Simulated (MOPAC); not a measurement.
Input file for MOPAC: PM3 on C3H10Si (SMILES CC[SiH2]C), a point of a torsion scan.

```
PM3 1SCF PRECISE CHARGE=0 THREADS=1
C3H10Si

C      1.94031866 1     0.28814255 1    -0.78008749 1
C      0.92803471 1     0.43914076 1     0.35153607 1
Si    -0.57792757 1    -0.73305645 1     0.23053218 1
C     -0.20460136 1    -2.21953477 1    -0.89022748 1
H      2.76684216 1     0.98680321 1    -0.65475452 1
H      1.47557711 1     0.48645806 1    -1.74370778 1
H      2.34997975 1    -0.71895963 1    -0.80029709 1
H      1.44403444 1     0.27042339 1     1.29898266 1
H      0.57987587 1     1.47270230 1     0.37909295 1
H     -0.93485209 1    -1.20204284 1     1.57657807 1
H     -1.71836328 1    -0.00046149 1    -0.34090691 1
H      0.03728728 1    -1.90532127 1    -1.90139259 1
H     -1.06370321 1    -2.88114883 1    -0.94938767 1
H      0.63191927 1    -2.80487251 1    -0.51805127 1
```

Program output:

```
*******************************************************************************
 **                                                                           **
 **                              MOPAC v23.2.5                                **
 **                                                                           **
 *******************************************************************************
 ** MOPAC's Digital Object Identifier: https://doi.org/10.5281/zenodo.6511958 **
 **                                                                           **
 ** Please cite the open-source release paper for use of this MOPAC version:  **
 ** J. E. Moussa and J. J. P. Stewart (2026)                                  **
 ** MOPAC: An open-source semiempirical molecular orbital program             **
 ** J. Open Source Softw., 11(119), 8025, https://doi.org/10.21105/joss.08025 **
 *******************************************************************************

                              PM3 CALCULATION RESULTS

 *******************************************************************************
 *  PM3        - The PM3 Hamiltonian to be used
 *
 *
 *
 *                 CHARGE ON SYSTEM = 0
 *
 *
 *
 *  PRECISE    - TIGHTER CRITERIA TO BE USED
 *  1SCF       - DO 1 SCF AND THEN STOP
 *  THREADS=1  - MULTI-THREADING NOT USED
 *  T=         - A TIME OF 172800.0 SECONDS REQUESTED
 *  DUMP=N     - RESTART FILE WRITTEN EVERY 7200.0 SECONDS REQUESTED
 *******************************************************************************
PM3 1SCF PRECISE CHARGE=0 THREADS=1
 C3H10Si

   ATOM   CHEMICAL          X               Y               Z
  NUMBER   SYMBOL      (ANGSTROMS)     (ANGSTROMS)     (ANGSTROMS)

     1       C          1.94031866  *   0.28814255  *  -0.78008749  *
     2       C          0.92803471  *   0.43914076  *   0.35153607  *
     3      Si         -0.57792757  *  -0.73305645  *   0.23053218  *
     4       C         -0.20460136  *  -2.21953477  *  -0.89022748  *
     5       H          2.76684216  *   0.98680321  *  -0.65475452  *
     6       H          1.47557711  *   0.48645806  *  -1.74370778  *
     7       H          2.34997975  *  -0.71895963  *  -0.80029709  *
     8       H          1.44403444  *   0.27042339  *   1.29898266  *
     9       H          0.57987587  *   1.47270230  *   0.37909295  *
    10       H         -0.93485209  *  -1.20204284  *   1.57657807  *
    11       H         -1.71836328  *  -0.00046149  *  -0.34090691  *
    12       H          0.03728728  *  -1.90532127  *  -1.90139259  *
    13       H         -1.06370321  *  -2.88114883  *  -0.94938767  *
    14       H          0.63191927  *  -2.80487251  *  -0.51805127  *



          CARTESIAN COORDINATES

    NO.       ATOM           X           Y           Z

     1         C          1.9403      0.2881     -0.7801
     2         C          0.9280      0.4391      0.3515
     3        Si         -0.5779     -0.7331      0.2305
     4         C         -0.2046     -2.2195     -0.8902
     5         H          2.7668      0.9868     -0.6548
     6         H          1.4756      0.4865     -1.7437
     7         H          2.3500     -0.7190     -0.8003
     8         H          1.4440      0.2704      1.2990
     9         H          0.5799      1.4727      0.3791
    10         H         -0.9349     -1.2020      1.5766
    11         H         -1.7184     -0.0005     -0.3409
    12         H          0.0373     -1.9053     -1.9014
    13         H         -1.0637     -2.8811     -0.9494
    14         H          0.6319     -2.8049     -0.5181

  H: (PM3): J. J. P. STEWART, J. COMP. CHEM. 10, 209 (1989).
  C: (PM3): J. J. P. STEWART, J. COMP. CHEM. 10, 209 (1989).
 Si: (PM3): J. J. P. STEWART, J. COMP. CHEM. 10, 209 (1989).

           Empirical Formula: C3 H10 Si  =    14 atoms



      MOLECULAR POINT GROUP   :   C1


      RHF CALCULATION, NO. OF DOUBLY OCCUPIED LEVELS = 13


 -------------------------------------------------------------------------------
 PM3 1SCF PRECISE CHARGE=0 THREADS=1
 C3H10Si



     1SCF WAS SPECIFIED, SO BFGS WAS NOT USED
     SCF FIELD WAS ACHIEVED


                              PM3 CALCULATION
                                                       MOPAC v23.2.5 Linux




          FINAL HEAT OF FORMATION =        -24.66342 KCAL/MOL =    -103.19173 KJ/MOL


          COSMO AREA              =        129.73 SQUARE ANGSTROMS
          COSMO VOLUME            =        122.88 CUBIC ANGSTROMS

          IONIZATION POTENTIAL    =         10.428593 EV
          HOMO LUMO ENERGIES (EV) =        -10.429  0.756
          NO. OF FILLED LEVELS    =         13
          MOLECULAR WEIGHT        =         74.1975         POINT GROUP:  C1

          MOLECULAR DIMENSIONS (Angstroms)

            Atom       Atom       Distance
            H    13    H     5     5.45169
            H    12    H    10     3.67912
            H    11    H    14     3.39786


          SCF CALCULATIONS        =          1





   ATOM   CHEMICAL          X               Y               Z
  NUMBER   SYMBOL      (ANGSTROMS)     (ANGSTROMS)     (ANGSTROMS)

     1       C          1.94031866  *   0.28814255  *  -0.78008749  *
     2       C          0.92803471  *   0.43914076  *   0.35153607  *
     3      Si         -0.57792757  *  -0.73305645  *   0.23053218  *
     4       C         -0.20460136  *  -2.21953477  *  -0.89022748  *
     5       H          2.76684216  *   0.98680321  *  -0.65475452  *
     6       H          1.47557711  *   0.48645806  *  -1.74370778  *
     7       H          2.34997975  *  -0.71895963  *  -0.80029709  *
     8       H          1.44403444  *   0.27042339  *   1.29898266  *
     9       H          0.57987587  *   1.47270230  *   0.37909295  *
    10       H         -0.93485209  *  -1.20204284  *   1.57657807  *
    11       H         -1.71836328  *  -0.00046149  *  -0.34090691  *
    12       H          0.03728728  *  -1.90532127  *  -1.90139259  *
    13       H         -1.06370321  *  -2.88114883  *  -0.94938767  *
    14       H          0.63191927  *  -2.80487251  *  -0.51805127  *

                             CARTESIAN COORDINATES

   1    C        1.940318660     0.288142550    -0.780087490
   2    C        0.928034710     0.439140760     0.351536070
   3   Si       -0.577927570    -0.733056450     0.230532180
   4    C       -0.204601360    -2.219534770    -0.890227480
   5    H        2.766842160     0.986803210    -0.654754520
   6    H        1.475577110     0.486458060    -1.743707780
   7    H        2.349979750    -0.718959630    -0.800297090
   8    H        1.444034440     0.270423390     1.298982660
   9    H        0.579875870     1.472702300     0.379092950
  10    H       -0.934852090    -1.202042840     1.576578070
  11    H       -1.718363280    -0.000461490    -0.340906910
  12    H        0.037287280    -1.905321270    -1.901392590
  13    H       -1.063703210    -2.881148830    -0.949387670
  14    H        0.631919270    -2.804872510    -0.518051270


           Empirical Formula: C3 H10 Si  =    14 atoms



      MOLECULAR POINT GROUP   :   C1


                  EIGENVALUES
 -33.92914 -28.70394 -22.52200 -15.58470 -15.10243 -14.83704 -13.78916 -13.59694
 -12.86246 -12.12346 -11.03159 -10.69994 -10.42859   0.75589   1.36935   1.87794
   2.23448   4.20127   4.29231   4.42917   4.63548   4.70547   4.72087   4.84643
   4.98612   5.10286


              NET ATOMIC CHARGES AND DIPOLE CONTRIBUTIONS

  ATOM NO.   TYPE          CHARGE      No. of ELECS.   s-Pop       p-Pop
    1          C          -0.082619        4.0826     1.13179     2.95083
    2          C          -0.247661        4.2477     1.17642     3.07124
    3         Si           0.444032        3.5560     0.99572     2.56024
    4          C          -0.266028        4.2660     1.15225     3.11378
    5          H           0.029780        0.9702     0.97022
    6          H           0.034836        0.9652     0.96516
    7          H           0.036005        0.9640     0.96399
    8          H           0.059049        0.9410     0.94095
    9          H           0.060316        0.9397     0.93968
   10          H          -0.113021        1.1130     1.11302
   11          H          -0.115189        1.1152     1.11519
   12          H           0.054572        0.9454     0.94543
   13          H           0.052734        0.9473     0.94727
   14          H           0.053193        0.9468     0.94681
 DIPOLE           X         Y         Z       TOTAL
 POINT-CHG.     0.142    -0.056    -0.063     0.165
 HYBRID         0.147    -0.054    -0.095     0.184
 SUM            0.289    -0.110    -0.159     0.347


          ATOMIC ORBITAL ELECTRON POPULATIONS

     Atom    s        px        py        pz
    1  C   1.13179   0.97139   1.00259   0.97685
    2  C   1.17642   1.02852   1.03871   1.00401
    3 Si   0.99572   0.84989   0.84128   0.86907
    4  C   1.15225   1.02989   1.04514   1.03874
    5  H   0.97022
    6  H   0.96516
    7  H   0.96399
    8  H   0.94095
    9  H   0.93968
   10  H   1.11302
   11  H   1.11519
   12  H   0.94543
   13  H   0.94727
   14  H   0.94681

 **********************
 *                    *
 * JOB ENDED NORMALLY *
 *                    *
 **********************




 == MOPAC DONE ==
```

The run finished.

Cost: about 0.020 core-seconds (a rough figure).
